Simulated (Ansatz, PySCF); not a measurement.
C₃H₁₀ClNSi, SMILES N[C@H](C)[Si@H](C)Cl. Atoms are numbered in the order given.

```xyz
16

C     -1.6641    -1.4345    -1.3608
C     -1.2276    -0.5193    -0.2167
N     -1.2206    -1.1320     1.1042
Si     0.4814     0.2525    -0.4976
C      1.8504    -0.9391    -0.0547
Cl     0.6653     1.9450     0.6962
H     -1.7027    -0.9035    -2.3254
H     -2.6675    -1.8502    -1.1666
H     -0.9746    -2.2881    -1.4791
H     -1.9137     0.3460    -0.1744
H     -0.6737    -1.9916     1.0947
H     -2.1628    -1.3969     1.3879
H      0.6112     0.7113    -1.9141
H      2.8366    -0.4725    -0.1952
H      1.8044    -1.8413    -0.6860
H      1.7601    -1.2388     1.0005
```
Charge 0, spin multiplicity 1.

Coordinates come from a PBE0-D3(BJ)/def2-SVP optimisation. The structure was generated by enumeration; whether it is a known compound was not checked. One conformer was computed; it need not be the lowest.

Two levels are set side by side: PBE-D3(BJ)/def2-SVP (Ansatz, a quantum-chemistry and plane-wave program) and PBE0-D3(BJ)/def2-SVP (Ansatz). Each level has its own optimised geometry; the coordinates shown are those of the second. Frequencies come from the Hessian of PySCF at each geometry. Differences are taken from unrounded values.

| quantity | PBE0-D3(BJ) |
|---|---|
| mean bond length (Å) | 1.339 |
| bond C1–C2 (Å) | 1.529 |
| bond C2–N3 (Å) | 1.456 |
| bond C2–Si4 (Å) | 1.896 |
| bond Si4–C5 (Å) | 1.868 |
| bond Si4–Cl6 (Å) | 2.079 |
| bond C1–H7 (Å) | 1.102 |
| bond C1–H8 (Å) | 1.103 |
| bond C1–H9 (Å) | 1.104 |
| bond C2–H10 (Å) | 1.105 |
| bond N3–H11 (Å) | 1.019 |
| bond N3–H12 (Å) | 1.019 |
| bond Si4–H13 (Å) | 1.495 |
| bond C5–H14 (Å) | 1.100 |
| bond C5–H15 (Å) | 1.102 |
| bond C5–H16 (Å) | 1.101 |
| highest harmonic wavenumber (cm⁻¹) | 3607 |
| mean harmonic wavenumber (cm⁻¹) | 1364 |
| zero-point energy (kcal/mol) | 81.91 |

Task: What does PBE-D3(BJ) give, and how far is it from PBE0-D3(BJ)? (Estimate from the structure and the level; the computed values follow.)

Result: 
```csv
quantity,PBE-D3(BJ),PBE-D3(BJ) minus PBE0-D3(BJ)
mean bond length (Å),1.349,0.010
bond C1–C2 (Å),1.538,0.010
bond C2–N3 (Å),1.468,0.012
bond C2–Si4 (Å),1.911,0.014
bond Si4–C5 (Å),1.880,0.012
bond Si4–Cl6 (Å),2.093,0.014
bond C1–H7 (Å),1.110,0.008
bond C1–H8 (Å),1.112,0.008
bond C1–H9 (Å),1.112,0.008
bond C2–H10 (Å),1.113,0.008
bond N3–H11 (Å),1.029,0.010
bond N3–H12 (Å),1.029,0.010
bond Si4–H13 (Å),1.506,0.011
bond C5–H14 (Å),1.108,0.008
bond C5–H15 (Å),1.110,0.008
bond C5–H16 (Å),1.109,0.008
highest harmonic wavenumber (cm⁻¹),3467,-140
mean harmonic wavenumber (cm⁻¹),1320,-45
zero-point energy (kcal/mol),79.23,-2.68
```

GGA bonds tend to be longer and softer than those of functionals with exact exchange. Differences between two approximate levels are no errors against the true value.
